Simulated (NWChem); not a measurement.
System: BiH$_{2}$Te$_{2}$F; SMILES [TeH][Bi]([F])[TeH]

Here is an NWChem input.

```
start job
memory heap 200 mb stack 900 mb global 1100 mb
geometry units angstroms
  Bi    -0.415262    -0.658402     0.644034
  F     -0.929582    -1.823337    -1.049236
  Te    -1.361861     1.640323    -0.590739
  H     -0.053080     1.787097    -1.576852
  Te     2.158839    -0.293522    -0.301320
  H      2.779250    -1.408358     0.753389
end
basis spherical
  * library def2-svp
end
ecp
  Te library def2-ecp
  Bi library def2-ecp
end
dft
  xc xpbe96 cpbe96
  disp vdw 4
  iterations 150
end
driver
  maxiter 120
end
task dft optimize
dft
  grid fine
  convergence energy 1d-8 density 1d-7
end
task dft freq numerical
```

NWChem printed, in part:

```
             Northwest Computational Chemistry Package (NWChem) 7.3.0
             --------------------------------------------------------

 C1  symmetry detected

                             Geometry "geometry" -> ""
                             -------------------------

 Output coordinates in angstroms (scale by  1.889725989 to convert to a.u.)

  No.       Tag          Charge          X              Y              Z
 ---- ---------------- ---------- -------------- -------------- --------------
    1 Bi                  83.0000    -0.99915905     0.00002101     0.21174988
    2 F                    9.0000    -1.30568122     0.01575973    -1.88457032
    3 Te                  52.0000     0.87936129     2.03256405     0.00013517
    4 H                    1.0000     2.05834809     1.03872186    -0.57356944
    5 Te                  52.0000     0.90471241    -1.99460418    -0.01089652
    6 H                    1.0000    -0.14884848    -3.15621670     0.51905253

 Effective nuclear repulsion energy (a.u.)    2406.8640393982

                                Z-matrix (autoz)
                                --------

 Units are Angstrom for bonds and degrees for angles

      Type          Name      I     J     K     L     M      Value
      ----------- --------  ----- ----- ----- ----- ----- ----------
    1 Stretch                  1     2                       2.11867
    2 Stretch                  1     3                       2.77576
    3 Stretch                  1     5                       2.76637
    4 Stretch                  3     4                       1.64526
    5 Stretch                  5     6                       1.65535
    6 Bend                     1     3     4                93.96933
    7 Bend                     1     5     6                92.41733
    8 Bend                     2     1     3                90.97632
    9 Bend                     2     1     5                91.44924
   10 Bend                     3     1     5                93.21452
   11 Torsion                  2     1     3     4         -76.19324
   12 Torsion                  2     1     5     6        -103.24461
   13 Torsion                  3     1     5     6         165.69579
   14 Torsion                  4     3     1     5          15.31335

                           NWChem Geometry Optimization
                           ----------------------------

 maximum gradient threshold         (gmax) =   0.000450
 rms gradient threshold             (grms) =   0.000300
 maximum cartesian step threshold   (xmax) =   0.001800
 rms cartesian step threshold       (xrms) =   0.001200
 fixed trust radius                (trust) =   0.300000
 source of zmatrix                         =   autoz

          -------------------
          Energy Minimization
          -------------------

 Using diagonal initial Hessian
 Scaling for Hessian diagonals: bonds = 1.00  angles = 0.25  torsions = 0.10

          --------
          Step   0

                                 NWChem DFT Module
                                 -----------------

 Summary of "ao basis" -> "ao basis" (spherical)
 ------------------------------------------------------------------------------
       Tag                 Description            Shells   Functions and Types
 ---------------- ------------------------------  ------  ---------------------
 Bi                         def2-svp                10       26   4s4p2d
 F                          def2-svp                 6       14   3s2p1d
 Te                         def2-svp                10       26   4s4p2d
 H                          def2-svp                 3        5   2s1p

            General Information
            -------------------
          SCF calculation type: DFT
          Wavefunction type:  closed shell.
          No. of atoms     :     6
          No. of electrons :    82
           Alpha electrons :    41
            Beta electrons :    41
          Charge           :     0
          Spin multiplicity:     1
          Use of symmetry is: off; symmetry adaption is: off
          Maximum number of iterations: 150
          AO basis - number of functions:   102
                     number of shells:    42
          Convergence on energy requested:  1.00D-06
          Convergence on density requested:  1.00D-05
          Convergence on gradient requested:  5.00D-04

              XC Information
              --------------
          PerdewBurkeErnzerhof Exchange Functional  1.000
            Perdew 1991 LDA Correlation Functional  1.000 local
           PerdewBurkeErnz. Correlation Functional  1.000 non-local

             Grid Information
             ----------------
          Grid used for XC integration:  medium
          Radial quadrature: Mura-Knowles
          Angular quadrature: Lebedev.
          Tag              B.-S. Rad. Rad. Pts. Rad. Cut. Ang. Pts.
          ---              ---------- --------- --------- ---------
          Bi                  1.60      123          10.0       590
          F                   0.50       49          11.0       434
          Te                  1.40      123          13.0       590
          H                   0.35       45          13.0       434
          Grid pruning is: on
          Number of quadrature shells:   508
          Spatial weights used:  Erf1

           DFT-D3BJ Model
          s6 scale factor  :        1.000000000000
          s8 scale factor  :        0.787500000000
          a1 parameter     :        0.428900000000
          a2 parameter     :        4.440700000000
              vdW contrib  :       -0.008131936422

      Superposition of Atomic Density Guess
      -------------------------------------

 Sum of atomic energies:        -968.15751882

      Non-variational initial energy
      ------------------------------

 Total energy =    -848.011492
 1-e energy   =   -2314.742676
 2-e energy   =    1032.106354
 HOMO         =      -0.248444
 LUMO         =      -0.026582

   convergence    iter        energy       DeltaE   RMS-Dens  Diis-err
 ---------------- ----- ----------------- --------- --------- ---------
 d= 0,ls=0.0,diis     1   -851.4670581458 -1.29D+03  5.65D-02  9.84D-01
 d= 0,ls=0.0,diis     2   -843.2494865631  8.22D+00  5.09D-02  3.95D+01
 d= 0,ls=0.0,diis     3   -851.4642607500 -8.21D+00  1.67D-02  7.19D-01
 d= 0,ls=0.0,diis     4   -851.5512915899 -8.70D-02  7.48D-03  3.24D-01
 d= 0,ls=0.0,diis     5   -851.6180510206 -6.68D-02  1.46D-03  1.23D-02
  Resetting Diis
 d= 0,ls=0.0,diis     6   -851.6196189984 -1.57D-03  7.72D-04  3.02D-03
 d= 0,ls=0.0,diis     7   -851.6200763685 -4.57D-04  9.89D-04  6.48D-04
 d= 0,ls=0.0,diis     8   -851.6195648187  5.12D-04  6.40D-04  3.78D-03
 d= 0,ls=0.0,diis     9   -851.6201886260 -6.24D-04  1.17D-04  1.50D-04
 d= 0,ls=0.0,diis    10   -851.6202065487 -1.79D-05  2.63D-05  5.97D-06
 d= 0,ls=0.0,diis    11   -851.6202074645 -9.16D-07  5.33D-06  1.30D-07

         Total DFT energy =     -851.620207464453
      One electron energy =    -2316.661603358518
           Coulomb energy =     1100.303449039946
    Exchange-Corr. energy =      -69.878750940333
 Nuclear repulsion energy =      434.624829730874

    Dispersion correction =       -0.008131936422

 Numeric. integr. density =       81.999980982016

                       DFT Final Molecular Orbital Analysis
                       ------------------------------------

 Vector   39  Occ=2.000000D+00  E=-2.405603D-01
              MO Center= -3.4D-01, -7.0D-02, -5.5D-01, r^2= 5.6D+00
   Bfn.  Coefficient  Atom+Function         Bfn.  Coefficient  Atom+Function
  ----- ------------  ---------------      ----- ------------  ---------------
    30      0.371595  2 F  px                11      0.290321  1 Bi px
    33     -0.273495  2 F  px                 4     -0.222455  1 Bi s
    52     -0.220365  3 Te py                82     -0.210207  5 Te px
     3     -0.203061  1 Bi s                 55     -0.191033  3 Te py
    83      0.161509  5 Te py                32     -0.155940  2 F  pz

 Vector   40  Occ=2.000000D+00  E=-2.139745D-01
              MO Center=  5.7D-01, -1.1D-01, -1.2D-01, r^2= 6.2D+00
   Bfn.  Coefficient  Atom+Function         Bfn.  Coefficient  Atom+Function
  ----- ------------  ---------------      ----- ------------  ---------------
    84      0.357032  5 Te pz                53      0.332433  3 Te pz
    87      0.325677  5 Te pz                56      0.297424  3 Te pz
    82      0.163876  5 Te px                30     -0.157448  2 F  px
    32     -0.158226  2 F  pz                51      0.158081  3 Te px
    54      0.145002  3 Te px                81     -0.141274  5 Te pz

[...]

      ----------------------
      Optimization converged
      ----------------------

  Step       Energy      Delta E   Gmax     Grms     Xrms     Xmax
  ---- ---------------- -------- -------- -------- -------- --------
@   10    -851.62909822 -1.8D-07  0.00002  0.00001  0.00086  0.00171
                                     ok       ok       ok       ok

                                Z-matrix (autoz)
                                --------

 Units are Angstrom for bonds and degrees for angles

      Type          Name      I     J     K     L     M      Value     Gradient
      ----------- --------  ----- ----- ----- ----- ----- ---------- ----------
    1 Stretch                  1     2                       2.07800   -0.00001
    2 Stretch                  1     3                       2.89769   -0.00001
    3 Stretch                  1     5                       2.87474   -0.00002
    4 Stretch                  3     4                       1.68310   -0.00002
    5 Stretch                  5     6                       1.68731   -0.00002
    6 Bend                     1     3     4                91.93755    0.00000
    7 Bend                     1     5     6                90.83844    0.00001
    8 Bend                     2     1     3               102.75896    0.00001
    9 Bend                     2     1     5               100.17428    0.00001
   10 Bend                     3     1     5                91.52911   -0.00000
   11 Torsion                  2     1     3     4         -72.72395   -0.00000
   12 Torsion                  2     1     5     6         -66.75134    0.00000
   13 Torsion                  3     1     5     6        -170.00420   -0.00000
   14 Torsion                  4     3     1     5          28.06688    0.00001

                         Geometry "geometry" -> "geometry"
                         ---------------------------------

 Output coordinates in angstroms (scale by  1.889725989 to convert to a.u.)

  No.       Tag          Charge          X              Y              Z
 ---- ---------------- ---------- -------------- -------------- --------------
    1 Bi                  83.0000    -1.01384683     0.06965691     0.14999272
    2 F                    9.0000    -1.54368367    -0.16473467    -1.84560424
    3 Te                  52.0000     1.01821068     2.13219308     0.03460168
    4 H                    1.0000     2.14000934     1.06958756    -0.63268216
    5 Te                  52.0000     0.97905260    -1.98806474     0.39132988
    6 H                    1.0000    -0.19100908    -3.18239236     0.16426343

 Effective nuclear repulsion energy (a.u.)    2320.8982080792

                Final and change from initial internal coordinates
                --------------------------------------------------

                                Z-matrix (autoz)
                                --------

 Units are Angstrom for bonds and degrees for angles

      Type          Name      I     J     K     L     M      Value       Change
      ----------- --------  ----- ----- ----- ----- ----- ---------- ----------
    1 Stretch                  1     2                       2.07800   -0.04067
    2 Stretch                  1     3                       2.89769    0.12193
    3 Stretch                  1     5                       2.87474    0.10836
    4 Stretch                  3     4                       1.68310    0.03784
    5 Stretch                  5     6                       1.68731    0.03196
    6 Bend                     1     3     4                91.93755   -2.03179
    7 Bend                     1     5     6                90.83844   -1.57889
    8 Bend                     2     1     3               102.75896   11.78264
    9 Bend                     2     1     5               100.17428    8.72503
   10 Bend                     3     1     5                91.52911   -1.68541
   11 Torsion                  2     1     3     4         -72.72395    3.46929
   12 Torsion                  2     1     5     6         -66.75134   36.49326
   13 Torsion                  3     1     5     6        -170.00420   24.30000
   14 Torsion                  4     3     1     5          28.06688   12.75353

[...]

 Rotational Constants
 --------------------
 A=   0.028102 cm-1  (  0.040431 K)
 B=   0.014189 cm-1  (  0.020415 K)
 C=   0.010168 cm-1  (  0.014628 K)

 Temperature                      =   298.15K
 frequency scaling parameter      =   1.0000

 Zero-Point correction to Energy  =    9.233 kcal/mol  (  0.014714 au)
 Thermal correction to Energy     =   14.472 kcal/mol  (  0.023062 au)
 Thermal correction to Enthalpy   =   15.064 kcal/mol  (  0.024006 au)

 Total Entropy                    =  101.195 cal/mol-K
   - Translational                =   44.434 cal/mol-K (mol. weight = 489.8079)
   - Rotational                   =   32.339 cal/mol-K (symmetry #  =        1)
   - Vibrational                  =   24.422 cal/mol-K

 Cv (constant volume heat capacity) =   23.155 cal/mol-K
   - Translational                  =    2.979 cal/mol-K
   - Rotational                     =    2.979 cal/mol-K
   - Vibrational                    =   17.197 cal/mol-K

[normal modes left out]

 ----------------------------------------------------------------------------
 Normal Eigenvalue ||           Projected Infra Red Intensities
  Mode   [cm**-1]  || [atomic units] [(debye/angs)**2] [(KM/mol)] [arbitrary]
 ------ ---------- || -------------- ----------------- ---------- -----------
    1       -0.000 ||    0.000258           0.006         0.252       0.283
    2       -0.000 ||    0.000003           0.000         0.003       0.003
    3        0.000 ||    0.000263           0.006         0.256       0.288
    4        0.000 ||    0.000013           0.000         0.012       0.014
    5        0.000 ||    0.000260           0.006         0.254       0.285
    6        0.000 ||    0.000002           0.000         0.002       0.002
    7       44.885 ||    0.000086           0.002         0.083       0.094
    8       88.494 ||    0.002107           0.049         2.054       2.306
    9       98.744 ||    0.004219           0.097         4.113       4.619
   10      142.133 ||    0.001352           0.031         1.318       1.480
   11      153.188 ||    0.008233           0.190         8.026       9.013
   12      159.123 ||    0.006158           0.142         6.003       6.741
   13      182.573 ||    0.002937           0.068         2.863       3.215
   14      480.253 ||    0.002793           0.064         2.723       3.058
   15      499.760 ||    0.009190           0.212         8.959      10.061
   16      528.595 ||    0.060045           1.385        58.535      65.734
   17     2032.176 ||    0.044528           1.027        43.408      48.746
   18     2052.000 ||    0.021976           0.507        21.423      24.058
 ----------------------------------------------------------------------------
```

Level: PBE-D3(BJ)/def2-SVP with def2 effective core potentials on Te, Bi. def2 effective core potentials on Te, Bi; no spin-orbit coupling.
